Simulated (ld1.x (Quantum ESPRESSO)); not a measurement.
Results of a calculation; reference values are marked as such.
## Potentials for C (Z = 6) compared

Generated with ld1.x 7.5 (TM, RRKJ, ultrasoft, PAW), atompaw 4.2 or ONCVPSP 4.0.1. The cutoff is in Ry: for ld1.x and atompaw files where the sum of valence levels is converged to 10 mRy in a Bessel basis, for ONCV files where the hardest occupied wave has 1 mHa per electron of residual kinetic energy. The error is the largest all-electron minus pseudo excitation energy over each file’s own four to seven test configurations (ionisations up to +4, promotions, holes and added fractions of an electron), all of which were solved. The labels leave out finer settings (local radius, basis sizes, second energies), which also bear on the numbers. Spin-polarised tests are not counted. The rows are a selection from randomly drawn settings: files with unsolved tests, undetermined cutoffs or missed reference levels are left out.

```tsv
potential	cutoff (Ry)	largest error (meV)	bound ghosts
ultrasoft, PBE, non-relativistic, rc 1.40/2.40 (sp), local smoothed, core correction no, reference 2s2 2p2	12	+472	none
TM, PBE, scalar-relativistic, rc 1.00/1.25 (sp), local p, core correction yes, reference 2s2 2p1	50	+186	none
ultrasoft, PBE, non-relativistic, rc 1.35/2.35 (sp), local smoothed, core correction yes, reference 2s2 2p1	12	+263	none
TM, revPBE, scalar-relativistic, rc 1.35/1.70 (sp), local smoothed, core correction no, reference 2s2 2p2	35	+377	none
PAW, PBEsol, scalar-relativistic, rc 1.20/2.50/2.55 (spd), local smoothed, core correction yes, reference 2s2 2p2	12	-45	none
TM, BLYP, scalar-relativistic, rc 0.75/1.50/1.40 (spd), local d, core correction yes, reference 2s1 2p0	120	+572	none
ultrasoft, PBEsol, scalar-relativistic, rc 1.00/1.70 (sp), local smoothed, core correction yes, reference 2s2 2p0	30	+422	none
```

Q: Fill in the row for C: TM semilocal, PBEsol, scalar-relativistic, rc 0.90/2.15 (sp), local s, core correction yes, reference 2s1.5 2p2.5.

A: cutoff 35 Ry, largest error +801 meV, bound ghosts: none.

Q: Fill in the row for C: ultrasoft, PBE, scalar-relativistic, rc 1.50/1.60 (sp), local smoothed, core correction yes, reference 2s2 2p2.

A: cutoff 25 Ry, largest error +150 meV, bound ghosts: none.
